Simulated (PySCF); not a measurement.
Correlation energy of I²⁺ (iodine, charge +2)

[Kr] 4d10 5s2 5p2 6s1, high-spin 4P determinant (an excited configuration). Computed with PySCF 2.14 in dyall-av2z, with no relativity, point nucleus. Frozen: [Kr] 4d10; 5 electrons correlated; the 62 highest virtual orbitals of each spin left out.

```
  level  correlation energy (mhartree)
   CCSD                         -75.25
    (T)                          -1.71
CCSD(T)                         -76.96
```

Diagnostics: T1 = 0.048, D1 = 0.1502, largest double amplitude 0.099.

Problem. Is a single reference adequate?

Solution. Not fully. A non-relativistic calculation at this Z misses sizeable relativistic shifts. The outer electron is Rydberg-like, and this basis confines it to a smaller radius and binds it less than a complete one would. T1 exceeds 0.03, a sign that the reference determinant is poor.
